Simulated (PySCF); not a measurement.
From PBE0 to CCSD(T): MC along the fifth-period p block

PBE0 and CCSD(T) in PySCF with x2c-SVPall on every atom, spin-free X2C, for the lowest determinant that a PBE0 search found; no spin–orbit coupling.

| molecule | state (unpaired electrons) | PBE0 Re (Å) | PBE0 ωe (cm⁻¹) | PBE0 De (eV) | CCSD(T) Re (Å) | CCSD(T) ωe (cm⁻¹) | CCSD(T) De (eV) |
| --- | --- | --- | --- | --- | --- | --- | --- |
| InC | quartet (σ ↑, π ↑↑) | 2.204 | 488 | 3.00 | ? | ? | ? |
| SnC | triplet (σ ↑, π ↑) | 2.017 | 645 | 3.16 | 2.038 | 658 | 2.77 |
| TeC | singlet (closed shell) | 1.885 | 913 | 4.68 | 1.916 | 840 | 4.43 |
| CI | doublet (π ↑) | 2.035 | 648 | 3.02 | 2.061 | 612 | 2.45 |

(1) Estimate the CCSD(T) values of InC by adding the mean shift from PBE0 to CCSD(T) of the other rows, and compare with the calculation.

(2) What are the mean differences of PBE0 from CCSD(T) over the whole series?

In a basis of this size CCSD(T) is itself not converged; it tends to give bonds that are too long and too weak.

Correlated steps freeze 19 core orbitals. UHF and ROHF references stand side by side, which adds small steps between rows. Correlated levels converge slowly with the basis: in double zeta they bind strong bonds too weakly, by up to about 1 eV, and carry superposition errors of some tenths. Spin–orbit coupling is left out, which matters for elements this heavy, above all for dissociation energies. Where the molecule has an RHF reference, its open-shell atoms are computed with UHF. The CCSD T1 diagnostic is raised in SnC, TeC, a sign that a single reference may not be enough there. States were picked by a PBE0 search and need not be the measured ground states.

Answers

(1) The mean shifts are +2.6 pm, -32 cm⁻¹ and -0.40 eV, which give 2.230 Å, 456 cm⁻¹ and 2.60 eV. CCSD(T)/x2c-SVPall gives Re = 2.217 Å, ωe = 490 cm⁻¹, De = 2.58 eV.

(2) Re -2.3 pm, ωe +24 cm⁻¹, De +0.41 eV.
